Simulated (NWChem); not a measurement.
All runs are NWChem calculations. System: CH7AlO2, charge 0, spin multiplicity 1, at a geometry optimised with B3LYP/def2-SVP. The structure started from a generated list of species. Level: RHF/def2-TZVP.

Input file:

```
start mol
memory heap 200 mb stack 800 mb global 1000 mb
geometry units angstroms nocenter noautoz noautosym
  Al    -1.079031    -0.003612    -0.446182
  H     -2.252187    -0.369689     0.573907
  H     -1.094505    -0.634404    -1.914772
  O     -0.342999     1.564759    -0.247379
  H     -0.778389     2.280164     0.224164
  C      1.684669    -0.459047     0.810705
  O      0.521298    -1.031794     0.183663
  H      1.925998    -1.009910     1.732327
  H      1.421454     0.583164     1.025185
  H      2.539259    -0.476853     0.117836
  H      0.731374    -1.834947    -0.312786
end
basis spherical
  * library def2-tzvp
end
scf
  rhf
  nopen 0
  maxiter 100
  thresh 1e-7
  semidirect memsize 60000000 filesize 0
end
task scf energy
```

Output (cleaned and shortened):

```
             Northwest Computational Chemistry Package (NWChem) 7.3.0
             --------------------------------------------------------

                                NWChem Input Module
                                -------------------

 Scaling coordinates for geometry "geometry" by  1.889725989
 (inverse scale =  0.529177249)

                             Geometry "geometry" -> ""
                             -------------------------

 Output coordinates in angstroms (scale by  1.889725989 to convert to a.u.)

  No.       Tag          Charge          X              Y              Z
 ---- ---------------- ---------- -------------- -------------- --------------
    1 Al                  13.0000    -1.07903100    -0.00361200    -0.44618200
    2 H                    1.0000    -2.25218700    -0.36968900     0.57390700
    3 H                    1.0000    -1.09450500    -0.63440400    -1.91477200
    4 O                    8.0000    -0.34299900     1.56475900    -0.24737900
    5 H                    1.0000    -0.77838900     2.28016400     0.22416400
    6 C                    6.0000     1.68466900    -0.45904700     0.81070500
    7 O                    8.0000     0.52129800    -1.03179400     0.18366300
    8 H                    1.0000     1.92599800    -1.00991000     1.73232700
    9 H                    1.0000     1.42145400     0.58316400     1.02518500
   10 H                    1.0000     2.53925900    -0.47685300     0.11783600
   11 H                    1.0000     0.73137400    -1.83494700    -0.31278600

 Effective nuclear repulsion energy (a.u.)     174.4760665607

            Nuclear Dipole moment (a.u.)
            ----------------------------
        X                 Y               Z
 ---------------- ---------------- ----------------
     0.0000132281     0.0000132281    -0.0000056692


 Summary of "ao basis" -> "" (spherical)
 ------------------------------------------------------------------------------
       Tag                 Description            Shells   Functions and Types
 ---------------- ------------------------------  ------  ---------------------
 *                         def2-tzvp                  on all atoms

 Summary of "ao basis" -> "ao basis" (spherical)
 ------------------------------------------------------------------------------
       Tag                 Description            Shells   Functions and Types
 ---------------- ------------------------------  ------  ---------------------
 Al                        def2-tzvp                13       37   5s5p2d1f
 H                         def2-tzvp                 4        6   3s1p
 O                         def2-tzvp                11       31   5s3p2d1f
 C                         def2-tzvp                11       31   5s3p2d1f

                                 NWChem SCF Module
                                 -----------------

  ao basis        = "ao basis"
  functions       =   172
  atoms           =    11
  closed shells   =    21
  open shells     =     0
  charge          =   0.00
  wavefunction    = RHF
  use symmetry    = F
  symmetry adapt  = F

 Summary of "ao basis" -> "ao basis" (spherical)
 ------------------------------------------------------------------------------
       Tag                 Description            Shells   Functions and Types
 ---------------- ------------------------------  ------  ---------------------
 Al                        def2-tzvp                13       37   5s5p2d1f
 H                         def2-tzvp                 4        6   3s1p
 O                         def2-tzvp                11       31   5s3p2d1f
 C                         def2-tzvp                11       31   5s3p2d1f

 Forming initial guess at       0.1s

      Superposition of Atomic Density Guess
      -------------------------------------

 Sum of atomic energies:        -432.61343098

      Non-variational initial energy
      ------------------------------

 Total energy =    -433.988768
 1-e energy   =    -943.097091
 2-e energy   =     334.632257
 HOMO         =      -0.342934
 LUMO         =       0.025515

 Starting SCF solution at       6.4s

 ----------------------------------------------
         Quadratically convergent ROHF

 Convergence threshold     :          1.000E-07
 Maximum no. of iterations :          100
 Final Fock-matrix accuracy:          1.000E-09
 ----------------------------------------------

              iter       energy          gnorm     gmax       time
             ----- ------------------- --------- --------- --------
                 1     -433.6330458678  1.30D+00  1.59D-01     10.8
                 2     -433.7205299049  3.85D-01  6.22D-02     19.2
                 3     -433.7326304170  2.20D-02  2.76D-03     29.9
                 4     -433.7326754754  1.43D-04  2.36D-05     46.3
                 5     -433.7326754783  9.67D-09  1.67D-09     80.6

       Final RHF  results
       ------------------

         Total SCF energy =   -433.732675478277
      One-electron energy =   -947.302880711776
      Two-electron energy =    339.094138672847
 Nuclear repulsion energy =    174.476066560652

        Time for solution =     74.2s

             Final eigenvalues
             -----------------

              1
    1  -58.4309
    2  -20.6405
    3  -20.5007
    4  -11.3137
    5   -4.8441
    6   -3.1605
    7   -3.1590
    8   -3.1584
    9   -1.4373
   10   -1.2654
   11   -0.9757
   12   -0.7707
   13   -0.6924
   14   -0.6721
   15   -0.6307
   16   -0.5753
   17   -0.5278
   18   -0.5078
   19   -0.4680
   20   -0.4441
   21   -0.3823
   22    0.1021
   23    0.1250
   24    0.1513
   25    0.1632
   26    0.1780
   27    0.2058
   28    0.2144
   29    0.2268
   30    0.2433
   31    0.2683

                       ROHF Final Molecular Orbital Analysis
                       -------------------------------------

 Vector   19  Occ=2.000000D+00  E=-4.679842D-01
              MO Center= -4.2D-01,  1.3D+00, -3.8D-01, r^2= 1.6D+00
   Bfn.  Coefficient  Atom+Function         Bfn.  Coefficient  Atom+Function
  ----- ------------  ---------------      ----- ------------  ---------------
    57      0.354886   4 O  pz               60      0.323821   4 O  pz
    63      0.244076   4 O  pz               56     -0.174401   4 O  py
    59     -0.159003   4 O  py

 Vector   20  Occ=2.000000D+00  E=-4.441082D-01
              MO Center= -1.1D+00,  2.3D-01, -5.0D-01, r^2= 3.2D+00
   Bfn.  Coefficient  Atom+Function         Bfn.  Coefficient  Atom+Function
  ----- ------------  ---------------      ----- ------------  ---------------
    55      0.247751   4 O  px               58      0.222705   4 O  px
     4      0.208593   1 Al s                45      0.169167   3 H  s
    61      0.162089   4 O  px               39      0.159737   2 H  s

 Vector   21  Occ=2.000000D+00  E=-3.822504D-01
              MO Center= -1.5D+00, -3.2D-01, -5.7D-01, r^2= 2.9D+00
   Bfn.  Coefficient  Atom+Function         Bfn.  Coefficient  Atom+Function
  ----- ------------  ---------------      ----- ------------  ---------------
    17      0.238653   1 Al pz               39      0.228411   2 H  s
    45     -0.219606   3 H  s                40      0.200559   2 H  s
    46     -0.194438   3 H  s

 Vector   22  Occ=0.000000D+00  E= 1.021028D-01
              MO Center=  4.1D-01, -1.5D+00, -3.8D-01, r^2= 6.6D+00
   Bfn.  Coefficient  Atom+Function         Bfn.  Coefficient  Atom+Function
  ----- ------------  ---------------      ----- ------------  ---------------
    91      2.348625   6 C  s               169     -1.122764  11 H  s
   163     -0.999675  10 H  s               122      0.814027   7 O  s
   151     -0.713962   8 H  s                18     -0.586568   1 Al px
   157     -0.521865   9 H  s                19      0.427976   1 Al py
   130     -0.326139   7 O  py               90     -0.295649   6 C  s

 Vector   23  Occ=0.000000D+00  E= 1.250220D-01
              MO Center= -2.5D-01,  4.6D-01,  6.6D-02, r^2= 9.7D+00
   Bfn.  Coefficient  Atom+Function         Bfn.  Coefficient  Atom+Function
  ----- ------------  ---------------      ----- ------------  ---------------
    91      2.475616   6 C  s               163     -1.282535  10 H  s
    19     -1.138029   1 Al py               54      0.979665   4 O  s
   151     -0.891551   8 H  s               157     -0.748289   9 H  s
   169     -0.496517  11 H  s                46     -0.369748   3 H  s
   122     -0.362932   7 O  s                 5     -0.341772   1 Al s

 Vector   24  Occ=0.000000D+00  E= 1.512535D-01
              MO Center= -1.4D+00, -4.6D-01, -6.6D-01, r^2= 8.9D+00
   Bfn.  Coefficient  Atom+Function         Bfn.  Coefficient  Atom+Function
  ----- ------------  ---------------      ----- ------------  ---------------
    18      1.751846   1 Al px               91     -1.095392   6 C  s
   169     -1.040372  11 H  s                46      0.991783   3 H  s
    20      0.907069   1 Al pz               40      0.785578   2 H  s
   129      0.462877   7 O  px              122      0.457086   7 O  s
   130     -0.407298   7 O  py              100      0.373437   6 C  pz

 center of mass
 --------------
 x =  -0.08557838 y =   0.03499150 z =  -0.04534245

 moments of inertia (a.u.)
 ------------------
         330.236283819611         108.006635866035        -134.696909061281
         108.006635866035         408.131347821332          45.436403366498
        -134.696909061281          45.436403366498         574.057992151568

  Mulliken analysis of the total density
  --------------------------------------

    Atom       Charge   Shell Charges
 -----------   ------   -------------------------------------------------------
    1 Al  13    12.40   2.00  0.65  1.34  0.61  0.20  2.92  2.28  0.82  0.87  0.25  0.21  0.17  0.08
    2 H    1     1.20   0.23  0.57  0.40  0.00
    3 H    1     1.20   0.23  0.57  0.39  0.00
    4 O    8     8.75   0.79  1.18  0.55  0.94  0.30  1.86  2.08  1.03  0.00  0.01  0.00
    5 H    1     0.67   0.25  0.34  0.04  0.05
    6 C    6     6.11   0.85  1.12  0.49  0.67  0.08  1.20  1.30  0.27  0.03  0.08  0.01
    7 O    8     8.46   0.79  1.18  0.54  0.97  0.23  1.87  2.12  0.72  0.00  0.02  0.00
    8 H    1     0.87   0.27  0.49  0.10  0.02
    9 H    1     0.83   0.26  0.45  0.09  0.02
   10 H    1     0.87   0.27  0.49  0.10  0.02
   11 H    1     0.62   0.24  0.32  0.02  0.05

       Multipole analysis of the density wrt the origin
       ------------------------------------------------

     L   x y z        total         open         nuclear
     -   - - -        -----         ----         -------
     0   0 0 0     -0.000000      0.000000     42.000000

     1   1 0 0      1.454011      0.000000      0.000013
     1   0 1 0     -0.679893      0.000000      0.000013
     1   0 0 1      0.751933      0.000000     -0.000006

     2   2 0 0    -23.811150      0.000000    195.939945
     2   1 1 0     -4.973735      0.000000    -61.075795
     2   1 0 1      0.942317      0.000000     76.388646
     2   0 2 0    -20.884207      0.000000    143.063176
     2   0 1 1      1.554857      0.000000    -21.229520
     2   0 0 2    -27.104765      0.000000     55.353476

 Task  times  cpu:       80.7s     wall:       80.7s

 Total times  cpu:       80.7s     wall:       80.7s
```
